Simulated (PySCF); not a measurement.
**Two probes of the same atoms: core binding energy and nuclear shielding**

Species: C₄H₅B.
Cartesian coordinates in Å at the PBE0-D3(BJ)/def2-SVP level; atoms count from 1:
```xyz
10
C4H5B angstrom
B     -1.0980   -1.3140    0.5280
C     -1.2059    0.2241    0.5557
C     -0.1474    1.0639    0.4038
C      1.2058    0.6869    0.1985
C      2.3805    0.4340    0.0210
H     -0.0252   -1.8436    0.3645
H     -2.0841   -1.9990    0.6695
H     -2.1747    0.7144    0.7040
H     -0.3101    2.1501    0.4362
H      3.4150    0.1905   -0.1355
```

Binding energies: PySCF 2.14.0, delta-SCF UKS SCAN, pcX-2 on the ionised atom, pcseg-1 elsewhere, spin-free X2C. Shieldings: GIAO PBE0/pcSseg-1, non-relativistic, same geometry.

```tsv
atom	isotropic shielding (ppm)
C2	29.1
C3	33.7
C4	99.3
C5	79.6
```

What are the C 1s binding energies of these atoms?

| atom | environment | C 1s (eV) | isotropic shielding (ppm) |
| --- | --- | --- | --- |
| C2 | alkene CH carbon | 290.09 | 29.1 |
| C5 | terminal alkyne carbon | 290.51 | 79.6 |
| C4 | alkyne carbon | 291.07 | 99.3 |
| C3 | alkene CH carbon | 291.72 | 33.7 |

Among the listed atoms, is the one with the highest binding energy also the least shielded?

No. The highest binding energy is at C3 (291.72 eV, shielding 33.7 ppm), the lowest shielding at C2 (29.1 ppm, 290.09 eV).

By binding energy: C2 < C5 < C4 < C3. By shielding: C2 < C3 < C5 < C4.

Spin contamination (⟨S²⟩ against 0.75 for a pure doublet) is marked for C 1s of C3 (0.98), C 1s of C4 (0.95) and C 1s of C5 (0.89), which makes these values less certain. Isolated species at its PBE0-D3(BJ)/def2-SVP geometry, gas phase.
